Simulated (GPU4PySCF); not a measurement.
Si(Ph)(OMe)3 (C9H14O3Si), SMILES [Si](OC)(c1ccccc1)(OC)OC.

The structure is a stationary point at ωB97X-D3(BJ)/def2-TZVP. The isomer is the one that the SMILES or the coordinates give; other isomers of the formula were not compared. One conformer was computed; it need not be the lowest.

Vertical ionisation energy (IE) and electron affinity (EA) in eV. Rows of orbital energies are one-electron estimates. Where ΔSCF, EOM or ADC give a negative EA the extra electron is unbound and the value depends on the basis.

```tsv
level	IE	EA
−ε(HOMO), −ε(LUMO), ωB97M-V/def2-TZVPD (GPU4PySCF)	(withheld)	(withheld)
−ε(HOMO), −ε(LUMO), PBE/def2-TZVPD (GPU4PySCF)	6.30	1.55
```

Task: Complete the blanks. (The exact figures need the calculation; the answer reports its results.)

Result: 
- −ε(HOMO), −ε(LUMO), ωB97M-V/def2-TZVPD (GPU4PySCF), IE: 9.46
- −ε(HOMO), −ε(LUMO), ωB97M-V/def2-TZVPD (GPU4PySCF), EA: -0.87
